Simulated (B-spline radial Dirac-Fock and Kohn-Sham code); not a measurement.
## The L3-M23M23 Auger spectrum of Br³⁺

System: the Br³⁺ ion, [Ar] 3d10 4s2 4p2, inside a Watson sphere of charge -3 and radius 2.7 Å (a model of the Madelung potential; inside it an electron's potential energy is raised by 16.0 eV).

Method: relaxed Dirac-Fock hole states (ΔSCF) with Breit and QED corrections and a finite nucleus. Computed with a radial finite-basis atomic code. The two-hole levels come from diagonalising the Coulomb interaction among the jj configurations; intensities are independent-particle Coulomb rates. Kinetic energies are from the vacuum level. Electron correlation is not included. Open outer shells are spectators and are not coupled to the holes.

```csv
kinetic energy (eV),J,leading jj holes (weight),leading LS term (weight),intensity (%)
1096.7,0,M2M2 (0.80),¹S0 (0.77),4.6
1107.3,2,M2M3 (0.93),¹D2 (0.88),33.2
1111.6,1,M2M3 (1.00),³P1 (1.00),12.3
1112.9,0,M3M3 (0.80),³P0 (0.77),9.2
1117.6,2,M3M3 (0.93),³P2 (0.88),40.6
```

The strongest line, by its leading LS label ³P2, lies at 1117.6 eV. The mean weight of the leading component is 0.90 in jj and 0.86 in LS coupling, so jj labels describe these levels better.
